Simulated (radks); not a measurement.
Values are calculated unless marked as measured or tabulated.
Au XX, 60 electrons, occupied as [Kr] 4d9.75 4f12 5s2 5d0.25 (fractional occupations, a model configuration). Level of theory: scalar-relativistic Kohn-Sham, PBEsol, spin-polarised, spherical densities, finite nucleus; open shells are filled with parallel spins first (spin-orbit coupling, left out, can overturn this in heavy ions); Fermi nuclear charge, rms radius 5.4371 fm (a radial shooting solver on a logarithmic mesh with Libxc functionals).

Normalised radial functions P(r) = r R(r), r in bohr:

r           4f up  4f down  5s down
0.0006368  0.0000   0.0000   0.0699
0.0008358  0.0000   0.0000   0.0858
0.001088   0.0000   0.0000   0.1040
0.001429   0.0000   0.0000   0.1259
0.00186    0.0000   0.0000   0.1499
0.002442   0.0000   0.0000   0.1770
0.003205   0.0000   0.0000   0.2049
0.004173   0.0000   0.0000   0.2301
0.005477   0.0000   0.0000   0.2498
0.00719    0.0000   0.0000   0.2560
0.009362   0.0001   0.0001   0.2403
0.01229    0.0003   0.0003   0.1912
0.016      0.0008   0.0008   0.1025
0.021      0.0021   0.0021  -0.0325
0.02757    0.0055   0.0055  -0.1958
0.0359     0.0135   0.0135  -0.3384
0.04712    0.0323   0.0323  -0.3952
0.06185    0.0737   0.0737  -0.2797
0.08053    0.1543   0.1542   0.0177
0.1057     0.3057   0.3055   0.3944
0.1376     0.5420   0.5415   0.5645
0.1807     0.8741   0.8731   0.2844
0.2371     1.2330   1.2311  -0.3633
0.3088     1.4849   1.4824  -0.8018
0.4053     1.5119   1.5102  -0.4876
0.5278     1.2755   1.2757   0.4496
0.6927     0.8559   0.8581   1.2595
0.9093     0.4306   0.4333   1.2595
1.184      0.1526   0.1544   0.6978
1.554      0.0313   0.0320   0.2031
2.04       0.0032   0.0033   0.0275
2.656      0.0001   0.0001   0.0016

4f up: eigenvalue -532.88 eV, 0 radial nodes, <r> = 0.456 bohr, 90 % of the charge inside 0.712 bohr. 4f down: eigenvalue -529.69 eV, 0 radial nodes, <r> = 0.457 bohr, 90 % of the charge inside 0.713 bohr. 5s down: eigenvalue -506.17 eV, 4 radial nodes at r = 0.0198, 0.0795, 0.205, 0.470 bohr, <r> = 0.816 bohr, 90 % of the charge inside 1.14 bohr.
